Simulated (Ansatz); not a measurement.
C$_{3}$H$_{11}$GaGeO, SMILES `C[CH2][GeH]([GaH2])[O]C`, charge 0, multiplicity 1.

Task: Give a relaxed structure at PBE0-D4/def2-TZVP (Ansatz 0.2.0). (Best estimate.)

Result: Computed: 
```xyz
17

C     0.1554    1.2736    1.5165
C     0.3866   -0.2288    1.5946
Ge   -0.3033   -1.2408    0.0500
Ga   -2.3501   -0.2433   -0.8905
O     0.9736   -1.3289   -1.2138
C     1.4100   -0.1370   -1.8062
H    -0.9124    1.5128    1.4868
H     0.6136    1.7109    0.6258
H     0.5733    1.7923    2.3839
H     1.4532   -0.4623    1.6662
H    -0.0859   -0.6460    2.4888
H    -0.4694   -2.7283    0.4312
H    -2.4176    0.2933   -2.3678
H    -3.6526   -0.1390   -0.0094
H     2.0400   -0.3868   -2.6644
H     0.5770    0.4821   -2.1737
H     2.0086    0.4761   -1.1180
```
This is one stationary point; other conformers may exist.
